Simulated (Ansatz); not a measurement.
`CCBC[SiH3]` at its PBE0-D4/def2-TZVP geometry, where that method's forces vanish. Total charge 0; spin multiplicity 1.

```xyz
16

C    -1.4229    1.4087   -1.4005
C    -1.0339    0.0070   -0.9441
B    -0.6089   -0.1557    0.5489
C     0.3868   -1.2400    1.0157
Si    2.1016   -0.4519    1.0510
H    -1.8121    1.4155   -2.4216
H    -2.1876    1.8358   -0.7472
H    -0.5634    2.0836   -1.3746
H    -0.3016   -0.4421   -1.6257
H    -1.9160   -0.6552   -1.0181
H    -1.0635    0.6012    1.3683
H     0.2187   -1.5944    2.0373
H     0.4742   -2.0925    0.3332
H     2.1459    0.6821    2.0111
H     2.4702    0.0597   -0.2964
H     3.1124   -1.4618    1.4625
```

(1) What forces (eV/Å) does PBE-D4/def2-TZVPP give on these atoms in the Gaussian-basis code of Ansatz? (Estimate.)

Results:

(1) Computed: 
```
C1  -0.019  0.015 -0.026
C2   0.077  0.026  0.139
B3   0.015 -0.017 -0.009
C4  -0.120  0.038 -0.021
Si5  0.027  0.037 -0.003
H6  -0.080  0.018 -0.205
H7  -0.147  0.093  0.123
H8   0.160  0.134  0.003
H9   0.136 -0.109 -0.141
H10 -0.165 -0.138 -0.022
H11 -0.047  0.081  0.088
H12 -0.020 -0.071  0.199
H13  0.027 -0.167 -0.130
H14  0.009  0.112  0.094
H15  0.040  0.050 -0.131
H16  0.107 -0.102  0.043
```
